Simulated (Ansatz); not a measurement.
Basis sets compared for InH2(OMe) (CH5InO). The state is a singlet with charge 0. Geometry B3LYP-D4/def2-TZVP. Ansatz on 4 threads of Arm Neoverse V1 on a shared host; times are rough, and most runs start from earlier orbitals.

Cartesian coordinates in Å:
```
In -0.3291 -0.4508 -1.6381
H -1.7208 0.5554 -1.5860
H 0.4305 -1.4655 -2.7819
O 0.6780 -0.4414 0.0918
C 0.3057 0.2976 1.2314
H 1.1078 0.9914 1.5103
H 0.1384 -0.3759 2.0804
H -0.6105 0.8892 1.0922
```

In the def2 sets In takes a core potential; there is no spin–orbit coupling.

Binding counts from free atoms (In doublet, H doublet, O triplet, C triplet) in the same basis, without a counterpoise term.

```
                         level  functions  energy (Eh)  HOMO (eV)  LUMO (eV)  binding per atom (eV)  wall time
               PBE-D4/def2-SVP         79    -306.2080      -5.71      -2.12                   3.19      0.6 s
PBE-D4/def2-TZVP (with forces)        142    -306.3579      -5.86      -2.22                   3.19      1.1 s
           r2SCAN-D4/def2-TZVP        142    -306.5008      -6.10      -1.93                   3.16      1.9 s
              PBE0-D4/def2-SVP         79    -306.2151      -7.10      -1.43                   3.12      0.8 s
             PBE0-D4/def2-TZVP        142    -306.3619      -7.26      -1.53                   3.13      1.2 s
```

(1) Estimate the rows for PBE-D4/def2-TZVPD, r2SCAN-D4/def2-TZVPD, PBE0-D4/def2-TZVPD.

## Answers

(1) 
```json
{"level": "PBE-D4/def2-TZVPD", "functions": "178", "energy (Eh)": "-306.3595", "HOMO (eV)": "-5.91", "LUMO (eV)": "-2.26", "binding per atom (eV)": "3.19", "wall time": "1.5 s"}
{"level": "r2SCAN-D4/def2-TZVPD", "functions": "178", "energy (Eh)": "-306.5021", "HOMO (eV)": "-6.14", "LUMO (eV)": "-1.96", "binding per atom (eV)": "3.16", "wall time": "2.8 s"}
{"level": "PBE0-D4/def2-TZVPD", "functions": "178", "energy (Eh)": "-306.3632", "HOMO (eV)": "-7.30", "LUMO (eV)": "-1.57", "binding per atom (eV)": "3.13", "wall time": "1.7 s"}
```
